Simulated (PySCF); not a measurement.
Si(F)2(Me)2 (C₂H₆F₂Si), SMILES C[Si](C)(F)F.

Coordinates come from a ωB97X-D3(BJ)/def2-SVP optimisation.

Method: r2SCAN/def2-TZVP in PySCF.

Symmetry labels are those of the subgroup C2v that the program uses (full group C2v).

Computed valence orbital energies around the gap with their symmetry:
```csv
orbital,symmetry,energy (eV)
HOMO−7,A2,-10.69
HOMO−6,B2,-10.67
HOMO−5,A1,-10.67
HOMO−4,B1,-10.07
HOMO−3,A2,-9.95
HOMO−2,B2,-9.81
HOMO−1,A1,-9.48
HOMO,B1,-7.94
LUMO,A1,0.89
LUMO+1,B2,1.20
LUMO+2,A1,1.42
LUMO+3,B1,1.98
```
